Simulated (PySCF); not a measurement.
**Tc (technetium, neutral) across methods**

[Kr] 4d7, high-spin 4F determinant (an excited configuration). Computed with PySCF 2.14 in def2-TZVPPD with the def2 core potential (28 electrons), with scalar relativity through the core potential. The B2PLYP total includes its PT2 part (frozen core); its orbital energies are those of the SCF part.

```csv
method,E (hartree),mean ε 4p β (eV),mean ε 4d α (eV),mean ε 4d β (eV),Σ⟨r²⟩ (bohr²),⟨S²⟩
B2PLYP,-80.4418,-44.458,-5.045,-3.446,43.70,3.755
UHF,-79.97261,-48.513,-7.091,-4.937,43.06,3.758
PBE,-80.6372,-39.404,-2.720,-1.387,44.48,3.752
M06-L,-80.6677,-40.101,-2.719,-1.461,44.27,3.761
M06,-80.6079,-42.054,-4.091,-2.788,44.39,3.760
PBE0,-80.6126,-41.924,-3.955,-2.470,43.92,3.753
TPSSh,-80.5958,-40.571,-3.101,-1.852,44.14,3.753
LDA,-80.4400,-39.586,-2.946,-1.519,44.81,3.752
r2SCAN,-80.6451,-40.223,-2.869,-1.355,44.08,3.756
```

Energies and moments cover only the electrons outside the core potential.
